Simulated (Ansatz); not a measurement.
The same path of CH4AlBO (8 atoms, charge 0, multiplicity 1) was run twice with different band settings. The coordinate that changes most is the dihedral B2–C3–Al4–H8.

Level of theory: Ansatz, RHF/STO-3G.

Relaxed end points:

```xyz
8
Properties=species:S:1:pos:R:3
O 1.631 0.589 2.059
B 0.841 0.648 1.184
C -0.177 0.675 0.041
Al -0.384 -1.024 -0.805
H 0.141 1.420 -0.680
H -1.126 1.011 0.443
H 0.425 -1.334 -1.997
H -1.351 -1.986 -0.245
```

```xyz
8
Properties=species:S:1:pos:R:3
O 1.583 0.573 2.099
B 0.821 0.643 1.201
C -0.162 0.681 0.028
Al -0.386 -1.024 -0.802
H 0.199 1.405 -0.694
H -1.114 1.047 0.395
H -1.440 -1.928 -0.306
H 0.500 -1.396 -1.920
```

Common settings: spring 5.0 eV/Å²; optimiser quadratic models (default); start path through a guess of the saddle point; force threshold 0.05 eV/Å; iteration limit 60; end points relaxed.

| run | movable images | climbing image |
| --- | --- | --- |
| 1 | 5 | yes |
| 2 | 1 | no |

Task: What does each run give, and how far can it be trusted?

Result: Run 1: converged after 13 iterations, highest image 0.031 eV above the first end. A vibrational analysis at the climbing image gives one clearly imaginary mode, 73i cm⁻¹: a first-order saddle point.
Run 2: converged after 7 iterations, highest image 0.031 eV above the first end. The dihedral B2–C3–Al4–H8 jumps by 92° between images 0 and 1, so the path isn't resolved there. No image climbed, so the highest image needn't sit at the top of the path. So few images can step over the top or miss a turn of the path.
Limits of this set-up: minimal basis.
